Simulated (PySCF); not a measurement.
## How methods differ on the ionisation energy of I(51+)

I(51+) 1s2 (1S) → I(52+) 1s1 (2S), as a difference of total energies. Computed with PySCF 2.14 in an uncontracted even-tempered set (17 s from 110 bohr⁻², ratio 2.2; 7 p from 170 bohr⁻², ratio 2.4; 4 d from 500 bohr⁻², ratio 2.4; 3 f from 750 bohr⁻², ratio 2.4; 3 g from 1100 bohr⁻², ratio 2.4), with scalar relativity by spin-free X2C-1e. Correlated levels: nothing frozen; virtual orbitals above 40 to 60 times the deepest correlated orbital energy dropped. The calculations carry no spin-orbit coupling.

| method | ionisation energy (eV) | difference from reference (eV) |
| --- | --- | --- |
| UHF | 38782.8 | +65.8 |
| LDA | 38722.8 | +5.8 |
| PBE | 38779.9 | +62.9 |
| PBE0 | 38780.9 | +63.9 |
| r2SCAN | 38786.9 | +69.9 |
| revPBE | 38787.1 | +70.1 |
| PW91 | 38782.0 | +65.0 |
| MP2 (all electrons) | 38784.4 | +67.4 |
| SCS-MP2 (all electrons) | 38784.7 | +67.7 |

Reference: 38717.0 eV (theoretical estimate listed by NIST; NIST Atomic Spectra Database, ionization energies).

For this ion Breit and QED terms and the two-electron picture change, all absent here, outweigh the differences among the correlated methods.
